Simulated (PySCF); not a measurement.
# Electric field gradients and quadrupole coupling constants

C6H10Cl2SSi.
Z-matrix (Å and degrees, GFN2-xTB geometry), rows numbered from 1:
```
C 
C   1  1.4898
S   2  1.6321  1  122.04
C   2  1.4565  1  116.91  3  -175.74
Si  4  1.9081  2  113.10  1    78.84
C   4  1.3355  2  123.88  1  -103.85
C   6  1.4944  4  124.59  2  -178.44
C   6  1.4969  4  120.11  2     3.52
Cl  8  1.7776  6  111.67  4  -132.72
Cl  8  1.7942  6  109.32  4   106.65
H   1  1.0908  2  109.86  3  -126.86
H   1  1.0872  2  110.68  3    -5.38
H   1  1.0911  2  109.75  3   115.36
H   5  1.4621  4  107.79  2     3.64
H   5  1.4651  4  107.16  2  -114.70
H   5  1.4599  4  108.99  2   123.73
H   7  1.0899  6  109.79  4   100.00
H   7  1.0884  6  109.98  4  -141.54
H   7  1.0860  6  111.40  4   -20.35
H   8  1.0911  6  112.97  4   -11.77
```

Field gradients from the PBE0/pcSseg-1 density (PySCF, non-relativistic), principal values in atomic units, ordered |Vxx| ≤ |Vyy| ≤ |Vzz|:

```json
{"atom": "S3", "Vxx": "1.2480", "Vyy": "1.7348", "Vzz": "-2.9827"}
{"atom": "Cl9", "Vxx": "-1.9918", "Vyy": "-2.1211", "Vzz": "4.1129"}
{"atom": "Cl10", "Vxx": "-1.9626", "Vyy": "-2.0783", "Vzz": "4.0409"}
```

Question: Find the asymmetry η = (Vxx − Vyy)/Vzz and the couplings χ = eQV/h (234.96 MHz × Q in barn × V in au), with Q(33S) = −0.0678 b, Q(35Cl) = −0.0817 b.

Answer: 
| atom | environment | nucleus | η | χzz (MHz) | χxx (MHz) | χyy (MHz) |
| --- | --- | --- | --- | --- | --- | --- |
| S3 | thiocarbonyl sulfur | 33S | 0.16 | 47.52 | -19.88 | -27.64 |
| Cl9 | alkyl chlorine | 35Cl | 0.03 | -78.95 | 38.24 | 40.72 |
| Cl10 | alkyl chlorine | 35Cl | 0.03 | -77.57 | 37.68 | 39.90 |

The gradient is axial or nearly so (η below 0.05) at Cl9 and Cl10. 

Question: What is Vzz at Cl10 in SI units (1 au = 9.71736 × 10²¹ V/m²)?

Answer: 4.0409 au = 39.267 × 10²¹ V/m².

Question: And the gradient at the other heavy atoms, for which no coupling is worked out here?

Answer: 
```csv
atom,environment,Vzz (au),η
C1,methyl carbon,0.095,0.93
C2,thiocarbonyl carbon,0.556,0.13
C4,fully substituted alkene carbon,0.242,0.42
Si5,SiH3 silicon,0.306,0.17
C6,fully substituted alkene carbon,0.246,0.85
C7,allylic carbon,0.094,0.17
C8,CHCl2 carbon,-0.470,0.75
```

Question: What couplings would deuterons (Q(2H) = 0.00286 b) have in place of the hydrogens, at this geometry?

Answer: 
```csv
atom,bonded to,bond length (Å),Vzz (au),η,χzz (kHz)
H11,C1,1.091,0.3056,0.03,205
H12,C1,1.087,0.3087,0.02,207
H13,C1,1.091,0.3082,0.05,207
H14,Si5,1.462,0.1618,0.03,109
H15,Si5,1.465,0.1614,0.01,108
H16,Si5,1.460,0.1646,0.02,111
H17,C7,1.090,0.3080,0.02,207
H18,C7,1.088,0.3066,0.05,206
H19,C7,1.086,0.3162,0.06,212
H20,C8,1.091,0.2832,0.02,190
```

Isolated species at its GFN2-xTB geometry (one conformer only). GFN2-xTB bond lengths can be off by several hundredths of an ångström, more for odd bonds, and the gradients follow them. The small basis limits the accuracy of the gradients.
